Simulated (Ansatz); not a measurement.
Relaxation of AlF$_{4}$ (5 atoms, charge -1, multiplicity 1), to a largest force component of 0.02 eV/Å in at most 40 steps.

Theory: RKS PBE/STO-3G in Ansatz.

```xyz
5
Properties=species:S:1:pos:R:3:forces:R:3
F -0.007 -0.148 -1.844 1.23 -0.44 1.03
F 1.126 0.886 0.963 0.10 0.16 -1.23
Al 0.121 -0.046 -0.095 -0.58 0.33 0.67
F -1.386 0.688 -0.012 -0.60 0.30 0.58
F 0.145 -1.380 0.988 -0.16 -0.35 -1.05
```

Question: Where does it end, and by what steps?

Answer: The run converged. Limits of this set-up: minimal basis, an anion without diffuse functions. After 3 steps the energy has fallen by 0.781 eV; F1 moved furthest, 0.38 Å.

| step | energy less start (eV) | largest force component (eV/Å) | accepted |
| --- | --- | --- | --- |
| 0 | 0.0000 | 1.231 | yes |
| 1 | -0.5049 | 1.399 | yes |
| 2 | -0.7634 | 0.452 | yes |
| 3 | -0.7812 | 0.016 | yes |

```xyz
5
Properties=species:S:1:pos:R:3
F 0.313 -0.221 -1.645
F 1.184 1.001 0.670
Al 0.000 0.000 0.000
F -1.518 0.716 0.191
F 0.021 -1.496 0.785
```

Whether the end is a true minimum wasn't checked by a vibrational analysis.

Run time: 2.8 s on 1 thread of Arm Neoverse V2 (shared host), peak memory 0.08 GiB.
